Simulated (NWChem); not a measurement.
Molecule: CH5Si, doublet; SMILES C[SiH2]

Results from NWChem. Spin-unrestricted. In the optimisation the excess spin sits in a' (Cs, its own frame). All runs use the structure optimised with PBE0/def2-SVP, spin-unrestricted. No stability test was run on the SCF state. Level: PBE0/def2-SVP with SMD (1 M gas to 1 M solution), gas-phase geometry. Reactions with the solvent are ignored.

```tsv
solvent	dielectric constant	solvation free energy (kcal/mol)	cavity-dispersion-structure term (kcal/mol)	dipole in solution (D)
water	78.4	1.6	2.5	1.15
toluene	2.37	-1.0	-0.5	1.01
cyclohexanone	15.6	-0.5	0.4	1.13
N,N-dimethylformamide	37.2	-0.5	0.4	1.15
```
